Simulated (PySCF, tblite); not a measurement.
C₅H₉OP.
SMILES with atom numbers: `[O:1]=[C:2]1[CH2:3][CH2:4][PH:5][CH2:6][CH2:7]1` (hydrogens: H8, H9 on C3; H10, H11 on C4; H12 on P5; H13, H14 on C6; H15, H16 on C7)

Computed geometry: GFN2-xTB, gas phase.

Question: Give the optimised bond lengths and angles.

Answer: 
| bond | length (Å) | order |
| --- | --- | --- |
| O1=C2 | 1.204 | double |
| C2–C3, C2–C7 | 1.512 | single |
| C3–C4, C6–C7 | 1.531 | single |
| C4–P5, P5–C6 | 1.858 | single |
| C3–H8 and 3 like bonds | 1.093 | single |
| C4–H10 and 3 like bonds | 1.094 | single |
| P5–H12 | 1.404 | single |

Bonds in one row agree within 0.01 Å and their mean is given. Orders are formal, as drawn. A selection of angles:
| angle | degrees |
| --- | --- |
| O1–C2–C3 | 122.8 |
| C3–C2–C7 | 114.3 |
| C2–C3–C4 | 111.0 |
| C2–C3–H8 | 109.0 |
| C4–C3–H8 | 109.6 |
| H8–C3–H9 | 108.8 |
| C3–C4–P5 | 114.4 |
| C3–C4–H10 | 109.8 |
| P5–C4–H10 | 107.8 |
| H10–C4–H11 | 107.2 |
| C4–P5–C6 | 97.1 |
| C4–P5–H12 | 95.2 |

Torsions: O1–C2–C3–C4 115° (anticlinal); C2–C3–C4–P5 60° (synclinal); C3–C4–P5–C6 -50° (synclinal); C4–P5–C6–C7 50° (synclinal); P5–C6–C7–C2 -60° (synclinal); O1–C2–C7–C6 -115° (anticlinal).

Of the pairs four or more bonds apart, H12···H15 is among the closest relative to their van der Waals radii: 2.51 Å, 104 % of the sum of Bondi's values. The C–C distances run from 1.511 Å (C2–C7, drawn single) to 1.532 Å (C3–C4, drawn single), a spread of 0.021 Å. The 6-membered ring C2–C3–C4–P5–C6–C7 has internal angles of 97.1° to 114.5° (sum 662°, against 720° for a flat polygon); it is puckered, 0.25 Å rms from its mean plane, widest ring torsion 64°. P5 (phosphine phosphorus) is pyramidal (angles 97.1°, 95.2° and 95.1°, sum 287.4°, 0.86 Å off the plane of its three neighbours).

Point group: Cs (tolerance 0.08 Å). Its GFN2-xTB frequencies are all real (lowest 77 cm⁻¹). The numbers are those of one conformer. 2 starts were optimised and ended at 0.00 and 1.72 kcal/mol (GFN2-xTB); the lowest of these is shown.
